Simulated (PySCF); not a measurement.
**Bonding in `O=CO[C@H](F)CC(=O)[O-]`**

Species: C4H4FO4 (charge -1).
Numbering: `[O:1]=[CH:2][O:3][C@H:4]([F:5])[CH2:6][C:7](=[O:8])[O-:9]` (hydrogens: H10 on C2; H11 on C4; H12, H13 on C6)

Geometry (GFN2-xTB, Å), atoms numbered from 1 in this order:
```
atom  x, y, z in Å
O1     2.004   -0.156    1.093
C2     1.462    0.727    0.446
O3     1.020    0.459   -0.888
C4     0.270   -0.701   -0.865
F5     0.184   -1.182   -2.163
C6    -1.118   -0.421   -0.321
C7    -1.071    0.485    0.939
O8    -0.004    1.156    1.170
O9    -2.080    0.564    1.618
H10    1.872    1.756    0.393
H11    0.797   -1.479   -0.284
H12   -1.684    0.132   -1.076
H13   -1.656   -1.338   -0.078
```

Bond orders from the PBE0/pcSseg-1 density (PySCF). Geometry: GFN2-xTB, one conformer, isolated ion. The pcSseg-1 basis has no diffuse functions, a weakness for an anion.

Where do the orders between heavy atoms depart from those drawn in the SMILES?

The largest departure is 0.862, at C7–O9 (drawn single, 1.862). Drawn single, order above 1.12: C7–O9 (1.862). Drawn single, order below 0.88: C2–O3 (0.862). Drawn double or triple, more than 0.30 short of the drawn order: C7–O8 (1.349). The SMILES, with its formal charges, is one Lewis structure only.

Give the Mayer order of every bond, beside its length.

| bond | drawn as | length (Å) | Mayer order |
| --- | --- | --- | --- |
| O1–C2 | double | 1.222 | 1.816 |
| C2–O3 | single | 1.431 | 0.862 |
| O3–C4 | single | 1.381 | 0.980 |
| C4–F5 | single | 1.387 | 0.883 |
| C4–C6 | single | 1.517 | 1.002 |
| C6–C7 | single | 1.553 | 0.947 |
| C7–O8 | double | 1.281 | 1.349 |
| C7–O9 | single | 1.219 | 1.862 |
| C2–H10 | single | 1.109 | 0.923 |
| C4–H11 | single | 1.104 | 0.931 |
| C6–H12 | single | 1.094 | 0.926 |
| C6–H13 | single | 1.090 | 0.947 |

By pair of heavy elements: C–O: lowest C2–O3 (0.862, 1.431 Å), highest C7–O9 (1.862, 1.219 Å). C–C: lowest C6–C7 (0.947, 1.553 Å), highest C4–C6 (1.002, 1.517 Å).

Sum the orders of all bonds at each heavy atom with more than one neighbour and set the sums beside the valence in the SMILES.

C2 3.601 (drawn 4), O3 1.842 (drawn 2), C4 3.796 (drawn 4), C6 3.822 (drawn 4), C7 4.158 (drawn 4). Orders between atoms that aren't bonded are not in these sums.

For a closed shell the Mayer order of atoms A and B is Σ (PS)μν (PS)νμ over the basis functions μ on A and ν on B, with P the density and S the overlap matrix.
